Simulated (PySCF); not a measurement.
WOBr + 2 H₂O → W(OH)₃ + HBr

Level: PBE0 in the def2-TZVP basis family, computed in PySCF with density fitting; scalar-relativistic core potentials for atoms from Rb on, none lighter, no spin–orbit coupling; open shells unrestricted.

```tsv
species	state and structure	E (Eh)	ZPE (kJ/mol)	H(298 K) − H(0) (kJ/mol)	S° (J/(mol K))
WOBr	quartet, Cs, W–Br 2.453 Å, W–O 1.688 Å; Br–W–O 141.8°	-2716.15575	8.4	13.1	321.1
H₂O	singlet, C2v, O–H 0.960 Å (×2); H–O–H 105.1°	-76.37736	56.5	9.9	188.7
W(OH)₃	quartet, C3v, O–H 0.962 Å (×3), W–O 1.907 Å (×3); H–O–W 121.7° (×3), O–W–O 119.8° (×3)	-294.49139	104.8	18.7	337.3
HBr	singlet, C∞v, H–Br 1.421 Å	-2574.45811	16.0	8.7	198.5
```

Q: What is the electronic reaction energy?

A: At PBE0/def2-TZVP, ΔE = -102.5 kJ/mol from the differences of the total energies times 2625.5, downhill. 

Q: Add zero-point, thermal and entropy terms for 298.15 K and 1 bar.

A: ΔZPE = -0.6 and Δ[H(298) − H(0)] = -5.5 kJ/mol give ΔH° = -108.6 kJ/mol. ΔS° = -162.7 J/(mol K), so ΔG° = -108.6 − 298.15 × (-0.1627) = -60 kJ/mol and log₁₀K = 10.5. ΔG° would change sign near 670 K if ΔH° and ΔS° stayed fixed.

Spin–orbit coupling can matter for WOBr, W(OH)₃ and is left out. Open d or f shells are single determinants, so the state found may not be the ground state. Only the bonding shown was studied: isomers, or loss of a ligand pair, can lie lower.
